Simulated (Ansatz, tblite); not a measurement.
Removing and adding an electron: Cs₃H₂ (the lowest doublet isomer of a short search). The state is a doublet with charge 0. Geometry: PBE-D4/def2-TZVP. Ansatz, gas phase; energy differences of separate SCF runs; the oxidised species is a singlet (the triplet lies 2.90 eV higher at PBE0-D4/def2-TZVP); the reduced species is a triplet (the singlet lies 0.07 eV higher at PBE0-D4/def2-TZVPD).

Cartesian coordinates in Å:
```
Cs -1.080 -1.881 0.387
Cs -0.768 2.356 -0.361
Cs 3.470 -1.042 -0.023
H -2.529 0.402 0.088
H 0.907 0.165 -0.091
```

In the def2 sets Cs takes a core potential; there is no spin–orbit coupling. The xTB rows come from tblite. Correlated methods freeze no core orbitals; core or outer-core shells of Cs are correlated, in sets that lack core-valence functions. HOMO above LUMO, or a gap near zero within one spin, warns that the state may not be the lowest or that an electron is smeared out. The structure comes from a short search, and lower isomers may exist.

```
               level  −HOMO (eV)  vertical IE (eV)  −LUMO (eV)  vertical EA (eV)  HOMO–LUMO gap (eV)  IE − EA (eV)                                                                   remarks
            GFN1-xTB           –              9.78           –                 –                   –             –                                                                         –
            GFN2-xTB           –              7.42           –              2.23                   –          5.20                                                                         –
       HF/def2-TZVPP           –              2.73           –                 –                   –             –                                                                         –
    PBE-D4/def2-TZVP        1.75              3.36        1.20                 –                0.55             –                                                                         –
   PBE-D4/def2-TZVPD        1.74                 –        1.20              0.75                0.54             –  HOMO above zero (-1 triplet), gap within one spin near zero (-1 triplet)
 r2SCAN-D4/def2-TZVP        1.75              3.10        0.99                 –                0.76             –                                                                         –
r2SCAN-D4/def2-TZVPD        1.74                 –        0.99              0.38                0.75             –  HOMO above zero (-1 triplet), gap within one spin near zero (-1 triplet)
   PBE0-D4/def2-TZVP        2.09              3.27        0.82                 –                1.27             –                                                                         –
  PBE0-D4/def2-TZVPD        2.08                 –        0.82              0.65                1.26             –                                              HOMO above zero (-1 triplet)
      MP2/def2-TZVPP           –              2.99           –                 –                   –             –                                                                         –
     CCSD/def2-TZVPP           –              2.98           –                 –                   –             –                                                                         –
  CCSD(T)/def2-TZVPP           –              3.00           –                 –                   –             –                                                                         –
```

   A HOMO above zero means that the electron is unbound at that level or that self-interaction error raises the level; the energy of removing that electron tells which. HOMO and LUMO are the levels of the spin that leaves or enters (xTB has no such levels and no spin-polarisation term). Other spin states of the ions may lie lower, which would lower the ionisation energy or raise the affinity. Raw xTB energy differences between charge states are shifted by several eV; the methods need an empirical correction for them.
